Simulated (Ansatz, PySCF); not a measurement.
Gas-phase reaction in SMILES: C#CS(C)(=O)=O [1-methylsulfonylethyne] + 7 [H][H] (H2) -> 3 C (CH4) + 2 O (H2O) + S (H2S)
Structures are relaxed separately at B3LYP-D3(BJ)/def2-TZVP in Ansatz (an electronic-structure program). Frequencies are from Ansatz or PySCF.

Property: energy of full hydrogenation (enthalpy at 298 K, with B3LYP-D3(BJ) rigid-rotor harmonic-oscillator terms), in kcal/mol. Valence correlation only, unless marked. Spin-orbit coupling is left out. No relativistic terms. Basis-set limits of correlation are two-point, X^-3; Hartree-Fock from the larger set.

Level to compare with: CCSD(T)/CBS(cc-pV(T+d)Z,cc-pV(Q+d)Z) (Ansatz), -164.6 kcal/mol. It is a level with limits of its own, and the differences hold the functionals' basis error too.

Question: Rank these functionals by how close they come to CCSD(T)/CBS(cc-pV(T+d)Z,cc-pV(Q+d)Z), closest first: BHLYP/def2-TZVPD (Ansatz); CAM-B3LYP/def2-TZVPD (Ansatz); LC-wPBE/def2-TZVPD (Ansatz).

Answer: CAM-B3LYP/def2-TZVPD (range-separated hybrid, -174.8 kcal/mol, difference -10.2), LC-wPBE/def2-TZVPD (range-separated hybrid, -177.9 kcal/mol, difference -13.3), BHLYP/def2-TZVPD (global hybrid, -182.6 kcal/mol, difference -18.0)
